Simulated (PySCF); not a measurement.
**Energy of Tc (technetium, neutral) between two integer charges**

The 5s beta orbital of [Kr] 4d5 5s2 is emptied in steps (occupation f), with all orbitals relaxed, ending at [Kr] 4d5 5s1. All numbers are calculated (PySCF 2.14, scalar relativity by spin-free X2C-1e, in x2c-TZVPall (8s6p6d1f, 63 functions)). The exact energy is a straight line in f; departures are measured from the line between the end points of the same method.

```json
{"f": "1", "BHandHLYP (eV)": "0.000", "r2SCAN0 (eV)": "0.000"}
{"f": "0.75", "BHandHLYP (eV)": "-0.283", "r2SCAN0 (eV)": "-0.296"}
{"f": "0.5", "BHandHLYP (eV)": "-0.385", "r2SCAN0 (eV)": "-0.373"}
{"f": "0.25", "BHandHLYP (eV)": "-0.296", "r2SCAN0 (eV)": "-0.250"}
{"f": "0", "BHandHLYP (eV)": "0.000", "r2SCAN0 (eV)": "0.000"}
```

For r2SCAN0, how does the orbital energy at f = 1 compare with the removal energy?

−ε = 4.929 eV against a total-energy difference of 6.577 eV. By Janak's theorem ε = ∂E/∂f, so the gap between them reflects the curvature. Along the path −ε is 5.845 (f = 0.75), 6.687 (f = 0.5), 7.403 (f = 0.25) eV.

```json
{"method": "BHandHLYP", "E(f=0) − E(f=1) (eV)": "7.008", "−ε at f=1 (eV)": "5.526", "−ε at f=0.5 (eV)": "6.973"}
{"method": "r2SCAN0", "E(f=0) − E(f=1) (eV)": "6.577", "−ε at f=1 (eV)": "4.929", "−ε at f=0.5 (eV)": "6.687"}
```

As f goes to zero the orbital energy of a semilocal functional can turn back, because the density of that orbital vanishes from the exchange-correlation potential.

Reference removal energy between the ground levels: 7.119 eV (measured; NIST Atomic Spectra Database, ionization energies).
